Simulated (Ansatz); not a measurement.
Reaction (ligand exchange at a Ga–C bond): `[OH][GaH][CH2][SiH3]` + H₂Se → `[OH][GaH][SeH]` + `C[SiH3]`

Calculated with Ansatz (gas phase, PBE0-D4/def2-TZVP geometries, no zero-point term in ΔE). CBS: MP2 limit from def2 TZ/QZ plus the TZ coupled-cluster correction, frozen cores. This one scheme is used for every species. Functionals use def2-TZVPP. B3LYP here is the variant with VWN-RPA as its local correlation; programs differ in this. For Ga, Se outer-core shells are correlated without core-valence functions, which leaves a few kJ/mol of doubt a bond. Scalar relativity is left out up to krypton. Each species was taken in one conformer, which may not be the lowest.

```tsv
level	ΔE (kJ/mol)	difference from CCSD(T)/CBS
PBE-D4	-107.6	-4.3
PBE0-D4	-109.5	-6.2
B3LYP-D4	-109.2	-5.9
ωB97M-V	-105.9	-2.6
PBE	-110.7	-7.4
r2SCAN	-112.3	-9.0
B3LYP	-113.9	-10.6
MP2/def2-TZVPP	-106.2	-2.9
SCS-MP2/def2-TZVPP	-106.5	-3.2
CCSD/def2-TZVPP	-105.3	-2.0
CCSD(T)/def2-TZVPP	-104.1	-0.8
HF/def2-QZVPP	-121.1	-17.8
MP2/def2-QZVPP	-105.5	-2.2
HF/CBS(def2)	-121.0	-17.7
MP2/CBS(def2)	-105.5	-2.2
CCSD/CBS(def2)	-104.6	-1.3
CCSD(T)/CBS	-103.3	0
```

Largest T1 diagnostic among the species: 0.014.

In def2-TZVPP, CCSD(T) changes the Hartree–Fock value by +17.7 kJ/mol (the triples alone add +1.3 kJ/mol) and MP2 by +15.6 kJ/mol. The D4 term adds +4.8 kJ/mol with B3LYP and +2.8 kJ/mol with PBE0; it sums over pairs of atoms, weighted by their polarisabilities, and B3LYP, whose exchange is more repulsive, gets the larger term.
